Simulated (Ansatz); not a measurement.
Ideal-gas functions of H$_{2}$InO (`[OH][InH]`) radical at 400 K and 1 bar, from an Ansatz frequency run at PBE0-D4/def2-TZVP.

Molar mass 132.83 g/mol, point group Cs (symmetry number 1), electronic degeneracy 2, moments of inertia 3.188, 62.199, 65.387 u Å². Harmonic wavenumbers (cm⁻¹, unscaled): 349, 405, 564, 734, 1585, 3895.

Use S(trans) = R[1.5 ln M + 2.5 ln T − 1.1517]; rotational temperatures θ = 24.2544 K / I; S(rot) = R[ln(√π/σ · √(T³/θAθBθC)) + 1.5]; for each mode x = 1.438777 ν̃/T, S = R[x/(eˣ − 1) − ln(1 − e⁻ˣ)] and H = RT x/(eˣ − 1); 1 cm⁻¹ = 0.0119627 kJ/mol; R = 8.31446 J/(mol·K).

By hand: the entropy, in J/(mol·K).

Translation 175.9. Rotation: θ = 7.608, 0.3899, 0.3709 K, giving 91.6. Vibration, mode by mode: 6.95, 5.88, 3.73, 2.30, 0.19, 0.00, in all 19.0. Electronic 5.8. Sum 292.3 J/(mol·K).

By hand: H − E and G − E in kJ/mol, counted from the electronic energy.

Zero-point energy ½ × 7532 × 0.0119627 = 45.1; thermal vibration 4.9; translation, rotation and pV give 4 RT = 13.3. H − E = 63.3 kJ/mol, and G − E = 63.3 − 400 × 292.3/1000 = -53.6 kJ/mol.

Vibration gives 7 % of the entropy.
